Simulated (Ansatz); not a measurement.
`CN([SiH3])B[SiH3]` + `[NH2][GeH2][OH]` → `[OH][GeH2][NH][SiH3]` + `CNB[SiH3]`  (ligand exchange at the Si–N bond)

Isolated molecules relaxed with PBE0-D4/def2-TZVP in Ansatz; ΔE leaves out vibrations. CBS: MP2 limit from def2 TZ/QZ plus the TZ coupled-cluster correction, frozen cores. DFT in def2-TZVPP. B3LYP here is the variant with VWN-RPA as its local correlation; programs differ in this. For Ge outer-core shells are correlated without core-valence functions, which leaves a few kJ/mol of doubt a bond. Scalar relativity is left out up to krypton. One conformer a species, not always the lowest.

Is it downhill or uphill in electronic energy at CCSD(T)/CBS, and by how much? (Estimate.)

The calculation gave: Downhill: ΔE = -34.5 kJ/mol.

What do these levels give: PBE-D4, r2SCAN-D4, PBE0-D4, B3LYP-D4, ωB97M-V, PBE, PBE0, HF/def2-TZVPP, MP2/def2-TZVPP, SCS-MP2/def2-TZVPP, CCSD/def2-TZVPP, CCSD(T)/def2-TZVPP? (Best estimate.)

The calculation gave: PBE-D4 -34.6, r2SCAN-D4 -36.3, PBE0-D4 -35.5, B3LYP-D4 -36.2, ωB97M-V -35.7, PBE -39.1, PBE0 -39.4, HF/def2-TZVPP -45.8, MP2/def2-TZVPP -34.9, SCS-MP2/def2-TZVPP -36.9, CCSD/def2-TZVPP -37.4, CCSD(T)/def2-TZVPP -35.8 kJ/mol.

Largest T1 diagnostic among the species: 0.014.

In def2-TZVPP, CCSD(T) changes the Hartree–Fock value by +10.1 kJ/mol (the triples alone add +1.6 kJ/mol) and MP2 by +10.9 kJ/mol. The D4 term adds +7.3 kJ/mol with B3LYP and +3.9 kJ/mol with PBE0; it sums over pairs of atoms, weighted by their polarisabilities, and B3LYP, whose exchange is more repulsive, gets the larger term.
